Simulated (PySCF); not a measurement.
A calculated (UHF, PySCF 2.14, def2-TZVPPD, no relativity, point nucleus) atom or ion has these occupied shells.

```json
{"shell": "1s α", "electrons": "1", "orbital energy (eV)": "-1344.9", "rms radius, mean of both spins (bohr)": "0.152"}
{"shell": "1s β", "electrons": "1", "orbital energy (eV)": "-1344.8", "rms radius, mean of both spins (bohr)": "0.152"}
{"shell": "2s α", "electrons": "1", "orbital energy (eV)": "-113.00", "rms radius, mean of both spins (bohr)": "0.757"}
{"shell": "2s β", "electrons": "1", "orbital energy (eV)": "-112.88", "rms radius, mean of both spins (bohr)": "0.757"}
{"shell": "2p α", "electrons": "3", "orbital energy (eV)": "-72.870", "rms radius, mean of both spins (bohr)": "0.769"}
{"shell": "2p β", "electrons": "3", "orbital energy (eV)": "-72.664", "rms radius, mean of both spins (bohr)": "0.769"}
{"shell": "3p α", "electrons": "1", "orbital energy (eV)": "-10.419", "rms radius, mean of both spins (bohr)": "3.82"}
```

Name the element and its charge.

Mg+ (magnesium, charge +1), in [Ne] 3p1, 2P determinant (an excited configuration).
